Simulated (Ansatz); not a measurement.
`[F][GeH]` and `[GeH][Br]` differ in one element.

Ansatz, PBE0-D4/def2-TZVP geometries, multiplicity 1. 

Scalar relativity is left out up to krypton.

```csv
property,`[F][GeH]`
LUMO energy (PBE0/def2-TZVPP) / eV,-2.82
"ideal-gas entropy at 298 K and 1 bar (rigid rotor, harmonic PBE0-D4/def2-TZVP) / J/(mol·K)",252
HOMO energy (PBE0/def2-TZVPP) / eV,-7.22
HOMO energy (ωB97M-V/def2-TZVPP) / eV,-9.37
HOMO energy (PBE/def2-TZVPP) / eV,-6.07
LUMO energy (B3LYP/def2-TZVPP) / eV,-3.09
```

Task: Give the same properties after the change, and the shifts. (An estimate is asked.)

Result: Ansatz gave: 
```csv
property,`[GeH][Br]`,shift
LUMO energy (PBE0/def2-TZVPP) / eV,-3.13,-0.31
"ideal-gas entropy at 298 K and 1 bar (rigid rotor, harmonic PBE0-D4/def2-TZVP) / J/(mol·K)",276,24
HOMO energy (PBE0/def2-TZVPP) / eV,-7.09,0.13
HOMO energy (ωB97M-V/def2-TZVPP) / eV,-9.19,0.18
HOMO energy (PBE/def2-TZVPP) / eV,-6.00,0.07
LUMO energy (B3LYP/def2-TZVPP) / eV,-3.35,-0.26
```

With PBE0 the HOMO rises by 0.13 eV and the LUMO falls by 0.31 eV, so the gap narrows by about 0.44 eV. PBE moves the HOMO by 0.07 eV and ωB97M-V by 0.18 eV.

B3LYP here is the variant with VWN-RPA as its local correlation; programs differ in this.

Spin–orbit coupling is left out; it splits and shifts lone-pair levels of the heavy atoms by tenths of an eV.
